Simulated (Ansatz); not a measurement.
Cost and result for the atomization energy of C2H6GeO (`[CH3][GeH]1[CH2][O]1`) (10 atoms, 10 bonds).

```xyz
10

C     0.911   -0.718   -1.173
Ge   -0.635   -0.141   -0.162
C    -0.489    0.708    1.530
O    -0.496    1.595    0.409
H     0.884   -0.284   -2.173
H     1.813   -0.381   -0.661
H     0.931   -1.805   -1.260
H    -2.013   -0.423   -0.765
H     0.455    0.665    2.074
H    -1.360    0.784    2.181
```

The species carries charge 0 and has multiplicity 1. Correlated methods include outer-core shells of Ge, which these sets cover unevenly. Scalar relativity is left out up to krypton. Geometry: relaxed with PBE0-D4/def2-TZVP. Program: Ansatz. All runs use 4 threads of an Arm Neoverse V2 on a shared host. Times are those of one run each, without the atoms' runs, and a repeat can differ threefold. Electronic energies, without spin–orbit coupling; frozen cores. CCSD(T)/CBS adds CCSD(T) − MP2 in def2-TZVPP to the MP2 limit, and its time is that of the two runs behind it. T1 = 0.013. With those shells the extrapolation isn't a true limit. HSE06 is the plane-wave form, built on full-range PBE exchange.

CCSD(T)/CBS is a level of theory with its own doubt, some kJ/mol a heavy atom from the limit and from the frozen cores, so smaller differences don't rank the functionals.

```
                             level  functions  wall time  atomization (kJ/mol)  difference from CCSD(T)/CBS  per bond
            LDA (SPW92)/def2-TZVPP        225        1 s                4086.6                        529.6      53.0
              revPBE-D4/def2-TZVPP        225      1.6 s                3523.9                        -33.1      -3.3
                BLYP-D4/def2-TZVPP        225      1.6 s                3527.7                        -29.3      -2.9
   PBE-D4/def2-TZVPP (with forces)        225      1.9 s                3616.1                         59.1       5.9
               HSE06-D4/def2-TZVPP        225      2.6 s                3545.6                        -11.4      -1.1
             r2SCANh-D4/def2-TZVPP        225      3.9 s                3534.0                        -23.0      -2.3
r2SCAN-D4/def2-TZVPP (with forces)        225      4.1 s                3560.8                          3.8       0.4
               PBE-QIDH/def2-TZVPP        225      4.8 s                3523.7                        -33.3      -3.3
                  CCSD(T)/def2-SVP        104        6 s                3338.1                       -218.9     -21.9
                ωB97X-V/def2-TZVPP        225      6.5 s                3552.9                         -4.1      -0.4
                    MP2/def2-QZVPP        440       18 s                3571.4                         14.4       1.4
                CCSD(T)/def2-TZVPP        225      120 s                3472.4                        -84.6      -8.5
                 CCSD(T)/CBS(def2)          –    2.3 min                3557.0                          0.0       0.0
```

Leaving LDA and LC-ωPBE aside and taking each functional with its dispersion term where it has one, the values, not all of them listed here, spread over 203.4 kJ/mol, from BHLYP-D4 to PBE-D4. LDA lies +487.2 kJ/mol from PBE without D4, its usual overbinding. At CCSD(T), def2-SVP lies −218.8 kJ/mol from the extrapolated value and def2-TZVPP −84.5 kJ/mol: correlation converges slowly with the basis, and small sets miss more of it in the bonded molecule than in its fragments. From PBE to PBE0 (25 % exact exchange), in def2-TZVPP and without D4, the atomization energy moves by −70.2 kJ/mol: exact exchange takes away binding that semilocal exchange gives to molecules.

For some Ge, Se and Sn compounds the MP2-based and the directly extrapolated limit differ by 10 to 25 kJ/mol.
